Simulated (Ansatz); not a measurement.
Reaction (substitution at a C–N bond): `C[NH][InH][OH]` + `CCS` → `CCSC` + `[NH2][InH][OH]`

Calculated with Ansatz (gas phase, PBE0-D4/def2-TZVP geometries, no zero-point term in ΔE). CCSD(T)/CBS adds triple-zeta CCSD(T) − MP2 to the extrapolated MP2 energy (def2 sets, frozen cores). Functionals use def2-TZVPP. B3LYP here is the variant with VWN-RPA as its local correlation; programs differ in this. def2 core potentials past Kr. For In outer-core shells are correlated without core-valence functions, which leaves a few kJ/mol of doubt a bond. One conformer a species, not always the lowest.

```tsv
level	ΔE (kJ/mol)
B3LYP-D4	-37.3
ωB97M-V	-39.9
B2PLYP	-37.7
MP2/def2-TZVPP	-41.3
HF/def2-QZVPP	-33.2
MP2/def2-QZVPP	-43.5
MP2/CBS(def2)	-45.0
CCSD/CBS(def2)	-38.8
```

Problem. What does CCSD(T)/CBS give? (An estimate is asked.)

Solution. The calculation gave: -39.8 kJ/mol. The listed levels differ from it by 2.5, -0.1, 2.1, -1.5, 6.6, -3.7, -5.2, 1.0 kJ/mol.

Largest T1 diagnostic among the species: 0.016.

In def2-TZVPP, CCSD(T) changes the Hartree–Fock value by −3.2 kJ/mol (the triples alone add −1.0 kJ/mol) and MP2 by −8.4 kJ/mol.
